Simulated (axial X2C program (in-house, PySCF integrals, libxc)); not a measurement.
## Worked dissociation energy of ReH: CCSD, scalar-relativistic

All values were computed with an in-house relativistic program for diatomic molecules. Spin-free means the one-electron spin-free X2C Hamiltonian. Basis: Re dyall-cv3z [13s14p9d7f4g], H dyall-v3z [6s2p1d] (cores contracted in-house); Gaussian nuclei, density fitting, unrestricted open shells. Masses: Re 186.956 u, H 1.008 u.

Molecular state: M_S = 2, Λ = 0 (beyond evenly filled blocks: π+α, π-α, δ+α, δ-α).

Correlated methods: 8 electrons correlated (number of frozen shells: Re 5 s, 4 p, 2 d, 1 f; H none), 246 virtual spin orbitals or spinors in MP2, 87 natural virtuals in coupled cluster.

* E(Re) (2M_S = 5, M_L = 0): -16688.565077 hartree
* E(H) (2M_S = 1, M_L = 0): -0.500004 hartree
* E(ReH) at Re: -16689.135834 hartree
* ωe: 2095.7 cm⁻¹
* ωexe: 48 cm⁻¹

Task: Work out De and D0.

Result: De = -16688.565077 + (-0.500004) − (-16689.135834) = 0.07075 hartree = 1.925 eV. The zero-point energy is ωe/2 − ωexe/4 = 1036 cm⁻¹ = 0.128 eV, so D0 = 1.797 eV.

Occupations by symmetry block were frozen at the best pattern of an incomplete PBE0 search. Dissociation energies refer to the lowest single-determinant-based atoms at the same level and basis. CCSD ran in a truncated set of natural virtual spinors with an MP2 remainder; without triples it tends to underbind. The determinant is spin-polarised beyond a pure state at some levels (its spin-free form has ⟨S²⟩ too high), which makes Re and μ there less reliable. The T1 diagnostic is large, a sign of multireference character.

Each atomic determinant is the lowest at this level and need not be a pure term. Totals compare only within one Hamiltonian and basis.
